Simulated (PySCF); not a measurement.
# Vibration and rotation of InN

ROHF-CCSD(T) constants of InN, ³Σ⁻ (triplet), unpaired electrons π ↑↑ (PySCF, scalar-relativistic core potentials, basis sets In cc-pVDZ-PP with ECP28, N cc-pVDZ; masses 114.9039 and 14.0031 u):

```
ωe           : 421.9 cm⁻¹
ωexe         : 3.55 cm⁻¹
Be           : 0.26697 cm⁻¹
αe           : 0.00261 cm⁻¹
De to In + N : 1.11 eV
```

What force constant and bond length do these constants imply?

Reduced mass μred = 12.482 u; k = 5.8918×10⁻⁷·μred·ωe² (u, cm⁻¹, mdyn/Å) = 1.31 mdyn/Å; Re = √(16.8576/(μred·Be)) (u, cm⁻¹, Å) = 2.249 Å.

Estimate the centrifugal constant D from the Kratzer relation and find the Dunham coefficient a1.

D = 4Be³/ωe² = 4.28e-07 cm⁻¹; a1 = −1 − αeωe/(6Be²) = -3.57.

Correlated steps freeze 5 core orbitals. Correlated levels converge slowly with the basis: in double zeta they bind strong bonds too weakly, by up to about 1 eV, and carry superposition errors of some tenths. Spin–orbit coupling is left out, which matters for elements this heavy, above all for dissociation energies. The state is the lowest determinant that a PBE0 search found; another state may lie lower at other levels.
